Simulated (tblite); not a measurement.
Run record: tight-binding relaxation, `C=C[B@@H-]([NH3+])CCCO`.

Computed with GFN2-xTB geometry optimisation, gas phase (tblite 0.8.0). Start geometry: from a force field or distance geometry. The input is one job of a driver script: a line of settings, then coordinates in Å.

Command:
```bash
OMP_NUM_THREADS=1 python probes_run.py task.json out
```

Input:
```
{"job": {"kind": "relax", "xc": "GFN2-xTB", "basis": "xTB"}, "charge": 0, "multiplicity": 1}
C      2.526300     1.838300    -0.414000
C      2.385200     0.676000     0.209500
B      1.206000    -0.332500    -0.099100
N      1.471000    -1.686900     0.551100
C     -0.210500     0.285700     0.433000
C     -1.425500    -0.388600    -0.234300
C     -2.727500     0.237700     0.252100
O     -3.802900    -0.402500    -0.356600
H      1.806500     2.152800    -1.165800
H      3.347200     2.493900    -0.174500
H      3.134400     0.382500     0.951000
H      1.142800    -0.485200    -1.284500
H      1.461800    -1.601000     1.611000
H      2.408900    -2.052900     0.249800
H      0.740900    -2.376900     0.272300
H     -0.241500     1.376200     0.210600
H     -0.266300     0.171400     1.532400
H     -1.431300    -1.477600     0.013200
H     -1.359900    -0.272100    -1.330800
H     -2.801700     0.120900     1.366700
H     -2.746800     1.324800     0.005400
H     -4.627700     0.035500    -0.008900
```

Output:
```
step      E/eV     max force
  0    -707.30042    2.815
  1    -707.52323    0.830
  2    -707.56233    0.407
  3    -707.58094    0.339
  4    -707.59526    0.308
  5    -707.60289    0.268
  6    -707.61038    0.171
  7    -707.61559    0.158
  8    -707.61800    0.117
  9    -707.62065    0.113
... (93 lines left out)
103    -707.67510    0.020
104    -707.67521    0.019
105    -707.67530    0.018
106    -707.67538    0.018
107    -707.67547    0.020
108    -707.67556    0.019
109    -707.67564    0.020
110    -707.67570    0.015
111    -707.67574    0.014
112    -707.67576    0.010
```

«max force» is the largest atomic force in eV/Å.

Q: From which step on does the largest force stay under 0.1 eV/Å, and how much energy is left to gain from there?

A: From step 16 (0.089 eV/Å), 39.1 meV above the end.

Main results: energy lowered by 8.7 kcal/mol over 112 steps; largest atomic force 0.010 eV/Å at the end.

The run took 1.2 s on one thread of an Arm Neoverse N1, no GPU (shared host).
Labels such as C1 count atoms from 1, the log's own numbers from 0.
